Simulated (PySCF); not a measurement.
SMILES C=Nc1noc(S)c1O, C$_{4}$H$_{4}$N$_{2}$O$_{2}$S

Molfile (atoms numbered from 1):
```
C4H4N2O2S
     RDKit          3D

 13 13  0  0  0  0  0  0  0  0999 V2000
   -2.7590    0.2039    0.3231 C   0  0  0  0  0  0  0  0  0  0  0  0
   -1.5833    0.6624    0.2752 N   0  0  0  0  0  0  0  0  0  0  0  0
   -0.4907   -0.1733    0.3177 C   0  0  0  0  0  0  0  0  0  0  0  0
   -0.4746   -1.4902    0.4065 N   0  0  0  0  0  0  0  0  0  0  0  0
    0.8158   -1.8764    0.4158 O   0  0  0  0  0  0  0  0  0  0  0  0
    1.6147   -0.7980    0.3324 C   0  0  0  0  0  0  0  0  0  0  0  0
    3.3412   -1.0093    0.3220 S   0  0  0  0  0  0  0  0  0  0  0  0
    0.8377    0.3343    0.2662 C   0  0  0  0  0  0  0  0  0  0  0  0
    1.2420    1.6176    0.1747 O   0  0  0  0  0  0  0  0  0  0  0  0
   -3.5707    0.9155    0.2866 H   0  0  0  0  0  0  0  0  0  0  0  0
   -2.9989   -0.8543    0.3990 H   0  0  0  0  0  0  0  0  0  0  0  0
    3.5735    0.2994    0.2305 H   0  0  0  0  0  0  0  0  0  0  0  0
    0.4478    2.1689    0.1463 H   0  0  0  0  0  0  0  0  0  0  0  0
  1  2  2  0
  2  3  1  0
  3  4  2  0
  4  5  1  0
  5  6  1  0
  6  7  1  0
  6  8  2  0
  8  9  1  0
  8  3  1  0
  1 10  1  0
  1 11  1  0
  7 12  1  0
  9 13  1  0
M  END
```

Computed with PySCF 2.14.0, GIAO HF/def2-SVP magnetisability, rotational g tensor and spin-rotation constants, non-relativistic, gas phase. Geometry: GFN2-xTB.

(1) Give the nuclear spin-rotation constants along the inertial axes (H = +C I·J) beside the isotropic shieldings.

## Answers

(1) Rotational constants 3.4245, 0.9169, 0.7232 GHz. A star marks the isotopologue with that one atom substituted, in its own axes.
| atom | isotope | Caa (kHz) | Cbb (kHz) | Ccc (kHz) | mean (kHz) | σ (ppm) |
| --- | --- | --- | --- | --- | --- | --- |
| N2 | 14N | 1.029 | 0.167 | -0.001 | 0.398 | -40.2 |
| N4 | 14N | 0.958 | 0.183 | 0.057 | 0.399 | -98.5 |
| H10 | 1H | 0.225 | -0.063 | -0.077 | 0.029 | 24.8 |
| H11 | 1H | -0.289 | 0.088 | -0.074 | -0.092 | 23.7 |
| H12 | 1H | -0.376 | 0.033 | -0.087 | -0.143 | 28.2 |
| H13 | 1H | -0.072 | -0.060 | -0.083 | -0.072 | 27.9 |
| C1 | 13C* | 1.484 | 0.385 | 0.096 | 0.655 | 41.8 |
| C3 | 13C* | 1.806 | 0.303 | 0.121 | 0.743 | 35.8 |
| O5 | 17O* | -1.235 | -0.354 | -0.076 | -0.555 | 47.5 |
| C6 | 13C* | 1.477 | 0.358 | 0.130 | 0.655 | 40.6 |
| S7 | 33S* | 0.549 | 0.202 | 0.122 | 0.291 | 654.6 |
| C8 | 13C* | 1.119 | 0.349 | 0.116 | 0.528 | 70.0 |
| O9 | 17O* | -0.213 | -0.085 | -0.016 | -0.104 | 323.0 |

For the geometry as given, no vibrational averaging.
